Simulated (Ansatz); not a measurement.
`O[Si](F)([SiH3])Cl` + H₂ → `O[SiH](F)[SiH3]` + HCl at 298.15 K and 1 bar (hydrogenolysis of the Si–Cl bond).

Program: Ansatz. Geometries: PBE0-D4/def2-TZVP. ΔE: electronic, gas phase. CCSD(T)/CBS is the MP2 limit (def2-TZVPP, def2-QZVPP) plus CCSD(T) − MP2 in def2-TZVPP, frozen cores. This one scheme is used for every species. Each species was taken in one conformer, which may not be the lowest.

```json
{"species": "`O[Si](F)([SiH3])Cl`", "CCSD(T)/CBS energy (Eh)": "-1215.48049", "H − E (kJ/mol)": "139.9", "S (J/(mol·K))": "371.8"}
{"species": "H₂", "CCSD(T)/CBS energy (Eh)": "-1.17544", "H − E (kJ/mol)": "35.1", "S (J/(mol·K))": "130.4"}
{"species": "`O[SiH](F)[SiH3]`", "CCSD(T)/CBS energy (Eh)": "-756.23815", "H − E (kJ/mol)": "153.8", "S (J/(mol·K))": "340.1"}
{"species": "HCl", "CCSD(T)/CBS energy (Eh)": "-460.38127", "H − E (kJ/mol)": "26.6", "S (J/(mol·K))": "186.8"}
```

H − E and S are ideal-gas, rigid-rotor, harmonic terms from PBE0-D4/def2-TZVP, for one conformer and one mirror image of each species. The MP2-based limit puts H₂ 0.8 mEh under its directly extrapolated value; such offsets cancel only in part. 1 Eh = 2625.50 kJ/mol, R = 8.31446 J/(mol·K).

Question: By hand: ΔE, ΔH, ΔS and ΔG.

Answer: ΔE = (-756.23815) + (-460.38127) − (-1215.48049) − (-1.17544) = 0.03651 Eh = 95.9 kJ/mol. Δ(H − E) = 153.8 + 26.6 − 139.9 − 35.1 = 5.4, so ΔH = 101.3 kJ/mol. ΔS = 340.1 + 186.8 − 371.8 − 130.4 = 24.7 J/(mol·K). ΔG = 101.3 − 298.15 × (24.7)/1000 = 93.9 kJ/mol.

Question: By hand: the equilibrium constant, and the temperature at which ΔG would vanish if ΔH and ΔS stayed fixed.

Answer: log₁₀ K = −ΔG/(RT ln 10) = -16.5. ΔG = 0 at ΔH/ΔS = 4101 K, far beyond where these terms or the molecules hold.

ΔH outweighs TΔS. A doubt of 5 kJ/mol in ΔE shifts log₁₀ K by 0.9 here. Other conformers and mirror images would add mixing entropy, several J/(mol·K) or more a flexible species. These are equilibria of isolated gas molecules and say nothing of rates. Largest T1 diagnostic: 0.013 (customary marks: 0.02 for closed shells, 0.045 for open ones).
